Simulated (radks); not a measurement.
The numbers below are computed, except where a source is named.
Re33+, 42 electrons, occupied as [Kr] 4d6. Level of theory: non-relativistic Kohn-Sham, LDA (Slater exchange, Perdew-Wang correlation), spin-unpolarised, spherical densities, point nucleus; relativity is left out, which matters for an element this heavy (a radial shooting solver on a logarithmic mesh with Libxc functionals).

Unscreened Slater integrals over Kohn-Sham orbitals (cm^-1). Empty in this configuration: 5s.

integral     value
F0(4d,4d)   461300
F2(4d,4d)   236170
F4(4d,4d)   160850
F0(4d,4p)   455680
F2(4d,4p)   234390
G1(4d,4p)   287600
G3(4d,4p)   185330
F0(4d,4s)   454430
G2(4d,4s)   220970
F0(4d,3d)   592580
F2(4d,3d)   171650
F4(4d,3d)    85619
G0(4d,3d)    53828
G2(4d,3d)    68596
G4(4d,3d)    54171
F0(4d,5s)   309310
G2(4d,5s)    32214
F0(4p,4p)   451610
F2(4p,4p)   236700
F0(4p,4s)   450420
G1(4p,4s)   304680
F0(4p,3d)   575870
F2(4p,3d)   159110
G1(4p,3d)    51236
G3(4p,3d)    51429
F0(4p,5s)   307930
G1(4p,5s)    31199
F0(4s,4s)   449500
F0(4s,3d)   570580
G2(4s,3d)    48959
F0(4s,5s)   307550
G0(4s,5s)    22941
F0(3d,3d)  1109600
F2(3d,3d)   568870
F4(3d,3d)   366780
F0(3d,5s)   350450
G2(3d,5s)    16527
F0(5s,5s)   257770

Derived for the open shells (J is the average intra-shell exchange parameter used in DFT+U). 4d: Racah B = F2/49 - 5 F4/441 = 2996 cm^-1, C = 35 F4/441 = 12770 cm^-1, C/B = 4.26, F4/F2 = 0.681, J = (F2 + F4)/14 = 28360 cm^-1.
